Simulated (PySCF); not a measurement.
Sulfur: a sound run and one with changed settings

Sound run: S²⁺ [Ne] 3s2 3p2, S³⁺ [Ne] 3s2 3p1. Computed with PySCF 2.14 in x2c-TZVPall (5s5p2d1f, 37 functions), with the spin-free X2C one-electron Hamiltonian (Gaussian nucleus). In the sound run the correlated levels freeze [Ne]. The sound run starts from symmetry-adapted Hartree-Fock orbitals and uses a fine grid where one is needed.

A second run was set up differently.

```json
{"species": "S²⁺", "method": "MP2", "sound run (hartree)": "-397.47637", "changed run (hartree)": "-397.41801", "converged": "yes"}
{"species": "S²⁺", "method": "CCSD(T)", "sound run (hartree)": "-397.50082", "changed run (hartree)": "-397.42100", "converged": "yes"}
```

Ionisation energy of S²⁺:

```tsv
method	sound run (eV)	changed run (eV)
UHF	34.139	34.139
MP2	34.596	34.328
SCS-MP2	34.503	34.202
CCSD	34.645	34.409
CCSD(T)	34.676	34.409
CCSDT	n/a	34.409
FCI	n/a	34.409
```

Problem. What was changed?
A. too few SCF iterations
B. level shift left on
C. a valence shell is frozen
D. minimal basis

Solution. C. Freezing a valence shell removes pair correlation that changes on ionisation.
